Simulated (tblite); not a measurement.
C6H9FO2 (charge +1 and doublet state).
Cartesian coordinates in Å at the GFN2-xTB level; atoms count from 1:
```
atom  x, y, z in Å
C1    -2.209   -0.939   -0.397
C2    -1.901    0.535   -0.252
C3    -0.449    0.883   -0.241
C4    -0.061    2.145   -0.006
O5     0.254    3.216    0.203
C6     0.605   -0.137   -0.478
O7     1.872    0.451   -0.520
C8     2.941   -0.438   -0.570
F9     2.855   -1.314    0.467
H10   -3.286   -1.084   -0.362
H11   -1.763   -1.523    0.406
H12   -1.850   -1.339   -1.344
H13   -2.389    1.093   -1.065
H14   -2.368    0.927    0.662
H15    0.382   -0.685   -1.415
H16    0.551   -0.900    0.326
H17    2.950   -1.037   -1.495
H18    3.855    0.152   -0.460
```

Calculated harmonic vibrations of the isolated species, GFN2-xTB (tblite), most abundant isotopes, no scaling. Errors from tens to a few hundred cm⁻¹ against measured bands are possible. One conformer, not necessarily the lowest. Open shells enter through the occupations alone, without spin polarisation, and single modes of such species can be off by tens of per cent.

Harmonic wavenumbers (cm⁻¹): 29.4, 56.0, 77.5, 95.1, 137.3, 166.0, 247.8, 279.1, 296.0, 320.2, 440.1, 469.5, 557.4, 615.3, 718.7, 799.6, 840.8, 965.9, 1013.5, 1014.3, 1024.5, 1057.6, 1086.6, 1112.4, 1113.0, 1140.9, 1183.2, 1212.1, 1251.1, 1274.1, 1294.8, 1333.7, 1365.3, 1369.9, 1407.7, 1408.6, 1448.9, 1452.4, 2257.5, 2739.4, 2791.7, 2867.0, 2876.5, 2913.0, 2976.8, 3020.8, 3028.8, 3063.5.

A = 1951, B = 1022, C = 710.9 MHz; mass 132.059 u (most abundant isotopes); point group C1, symmetry number 1; spin multiplicity 2.

Problem. Zero-point energy?

Solution. ½Σν̃ = 30106 cm⁻¹ = 86.08 kcal/mol.

Problem. Entropy at 350 K, 1 bar (ideal gas, RRHO, classical rotation)?

Solution. Translation 41.37, rotation 30.29, vibration 38.66, spin (R ln 2) 1.38: S = 111.7 cal/(mol K).

Problem. And Cp and H(350 K) − H(0)?

Solution. Cp = 42.56 cal/(mol K), of which vibrations give 34.61 (their classical limit is 48 R = 95.4); H(350 K) − H(0) = 9.33 kcal/mol without the zero-point energy, 6.54 from vibrations.

Problem. Blend soft modes into free rotors: weight 1/[1 + (100 cm⁻¹/ν̃)⁴] for the oscillator and the rest for a rotor with moment μB/(μ + B), μ = h/(8π²ν), B = 10⁻⁴⁴ kg m². What vibrational entropy results?

Solution. 34.22 cal/(mol K) in place of 38.66, which changes −T·S at 350 K by +1.55 kcal/mol.

Problem. How do the functions run with temperature in this model?

Solution. 
```tsv
T (K)	S (cal/(mol K))	Cp (cal/(mol K))	H − H(0) (kcal/mol)	G − H(0) (kcal/mol)	ln q(vib)
50	62.8	15.0	0.56	-2.58	0.99
100	75.0	20.6	1.46	-6.04	2.67
298.15	105.3	37.8	7.24	-24.14	8.63
373.15	114.5	44.6	10.34	-32.38	10.66
500	129.0	54.9	16.67	-47.84	13.97
750	154.3	69.5	32.36	-83.34	20.12
1000	175.6	78.9	50.99	-124.65	25.78
```

q(vib) and H(0) count from the zero-point level.

Problem. Which modes carry the vibrational entropy at 350 K?

Solution. 29.4 cm⁻¹: 6.19; 56.0 cm⁻¹: 4.91; 77.5 cm⁻¹: 4.27; 95.1 cm⁻¹: 3.87; 137.3 cm⁻¹: 3.15; 166.0 cm⁻¹: 2.78 cal/(mol K); the other 42 give 13.49 together.

Hindered rotation and anharmonicity are outside this model. Other conformers, if any are populated, would add a mixing term that is left out. The structure is chiral; the term R ln 2 for an equal mix with its mirror image is left out.
